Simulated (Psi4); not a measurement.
Psi4 input (wB97X-D/6-311+G**):

```
memory 1500 MB

molecule {
1 1
C     1.11883000   -1.52529800   -0.09991500
Si    0.07122600   -0.00195000   -0.15742900
C    -1.40982400   -0.09405900   -1.26168400
C     0.99507600    1.60007600   -0.19462700
N    -0.72647600    0.01989400    1.60572300
H     1.62821400   -1.64321700   -1.05998900
H     1.89306700   -1.46909000    0.66800700
H     0.52911100   -2.42985600    0.06232000
H    -2.06557600    0.77203000   -1.15126300
H    -1.99573100   -1.00068000   -1.09720300
H    -1.07676000   -0.11267200   -2.30276200
H     1.76984800    1.65143500    0.57310000
H     0.33548800    2.46339500   -0.08540900
H     1.49544100    1.69983700   -1.16147800
H    -1.35137800    0.81788300    1.73031400
H    -1.27739700   -0.82122500    1.78409300
H    -0.02064200    0.07589500    2.34157100
symmetry c1
no_reorient
no_com
}

set {
  basis 6-311+G**
  reference rks
  scf_type df
  df_basis_scf def2-universal-jkfit
  dft_radial_points 99
  dft_spherical_points 590
  e_convergence 1e-8
  d_convergence 1e-7
  maxiter 150
}

e = energy('wb97x-d')
print_out(f'\nFINAL {e:.10f} DIPOLE {variable("CURRENT DIPOLE")[0]:.6f} {variable("CURRENT DIPOLE")[1]:.6f} {variable("CURRENT DIPOLE")[2]:.6f}\n')
```

From the output:

```
     167A      2.850165   168A      2.962979   169A      2.962980
     170A      3.060993   171A      3.282307   172A      3.282309
     173A      3.675347   174A      3.675348   175A      3.683613
     176A      3.709766   177A      3.724169   178A      3.724172
     179A      4.010804   180A      4.536902   181A      4.536904
     182A      5.686014   183A     11.371536   184A     11.496334
     185A     11.496335   186A     23.918962   187A     23.918963
     188A     23.934530   189A     35.475745   190A    141.178702

    Final Occupation by Irrep:
              A
    DOCC [    25 ]
    NA   [    25 ]
    NB   [    25 ]

  @DF-RKS Final Energy:  -465.63106992218576

   => Energetics <=

    Nuclear Repulsion Energy =            258.3251722595842921
    One-Electron Energy =               -1140.9009701554550702
    Two-Electron Energy =                 450.7812423635723462
    DFT Exchange-Correlation Energy =     -33.8285743539103265
    Empirical Dispersion Energy =          -0.0079400359770125
    VV10 Nonlocal Energy =                  0.0000000000000000
    Total Energy =                       -465.6310699221857590

Computation Completed

Properties will be evaluated at   0.000000,   0.000000,   0.000000 [a0]

Properties computed using the SCF density matrix

 Multipole Moments:

 ------------------------------------------------------------------------------------
     Multipole            Electronic (a.u.)      Nuclear  (a.u.)        Total (a.u.)
 ------------------------------------------------------------------------------------

 L = 1.  Multiply by 2.5417464519 to convert [e a0] to [Debye]
 Dipole X            :         -0.7015113            0.0000170           -0.7014943
 Dipole Y            :          0.0192127            0.0000132            0.0192259
 Dipole Z            :          1.5504735           -0.0000000            1.5504735
 Magnitude           :                                                    1.7018907

 ------------------------------------------------------------------------------------

FINAL -465.6310699222 DIPOLE -0.701494 0.019226 1.550473

*** Psi4 exiting successfully. Buy a developer a beer!
```

The dipole moment of an ion depends on the origin.

The geometry given is a B3LYP-D3(BJ)/def2-TZVP minimum.
